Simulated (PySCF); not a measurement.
Species: C₄H₇BSi.
Bonds: B1–C2, C2–C3 (double), C3–Si4, Si4–C5, C5–C6 (double), C2–C6. Hydrogens: H7, H8 on B1; H9 on C3; H10, H11 on Si4; H12 on C5; H13 on C6.

Definitions: NICS(0) = −σiso at the ring centroid; NICS(1) = −σiso and NICS(1)zz = −σzz at ±1 Å along the ring normal z. Level: GIAO B3LYP/pcSseg-2 (PySCF, non-relativistic, gas phase) on the PBE0-D3(BJ)/def2-SVP geometry, one conformer.

Ring bond lengths (Å): C2–C3 1.366, C3–Si4 1.884, Si4–C5 1.868, C5–C6 1.349, C6–C2 1.492.

Give the NICS values of each ring in ppm.

| ring | type | NICS(0) | NICS(1), two faces | NICS(1)zz, two faces | rms pucker (Å) | centre to ring atoms, mean (Å) |
| --- | --- | --- | --- | --- | --- | --- |
| C2–C3–Si4–C5–C6 | 5-membered ring with Si; formal bonds 2 double, 3 single | 2.1 | -1.3 / -1.3 | 0.5 / 0.5 | 0.00 | 1.35 |

What can be read from them?

- C2–C3–Si4–C5–C6: mean NICS(1)zz 0.5 ppm, near zero. Si4 has four or more neighbours, so the value isn't read as a sign of a π ring current.

At the second NICS(1) probe listed for ring C2–C3–Si4–C5–C6, 1 Å off the ring, how large is the induced field along the normal in 1 T applied along it?

NICSzz × B0 = 0.5 ppm × 1 T = 0 μT.

How shielded are the nuclei of the rings and their hydrogens (means over atoms taken as equivalent)?

| atoms | environment | σ isotropic (ppm) | principal values of the symmetric part, first atom (ppm) |
| --- | --- | --- | --- |
| C2 | fully substituted alkene carbon | -4.7 | -141.4, -21.8, 149.1 |
| C3 | alkene CH carbon | -7.1 | -133.9, -34.4, 147.1 |
| Si4 | SiH2 silicon | 369.6 | 288.1, 381.6, 439.2 |
| C5 | alkene CH carbon | 44.3 | -67.2, 38.4, 161.8 |
| C6 | alkene CH carbon | 9.2 | -114.5, 21.3, 120.9 |
| H9 | vinylic hydrogen | 23.39 | 18.7, 24.9, 26.6 |
| H10 (×2) | Si–H hydrogen | 26.72 | 23.9, 25.0, 31.3 |
| H12 | vinylic hydrogen | 25.14 | 23.6, 25.1, 26.7 |
| H13 | vinylic hydrogen | 23.42 | 19.8, 22.8, 27.7 |

How do the values depend on the level or the medium?

```tsv
level	NICS(0), C2–C3–Si4–C5–C6	mean NICS(1)zz, C2–C3–Si4–C5–C6
B3LYP/pcSseg-2, gas	2.1	0.5
PBE0/pcSseg-1, gas	2.0	0.3
PBE0/pcSseg-1, IEF-PCM acetone	2.0	0.1
PBE0/pcSseg-1, IEF-PCM acetonitrile	2.0	0.1
```

The geometry is the same throughout; the continuum's cavity takes Bondi-type radii × 1.2.
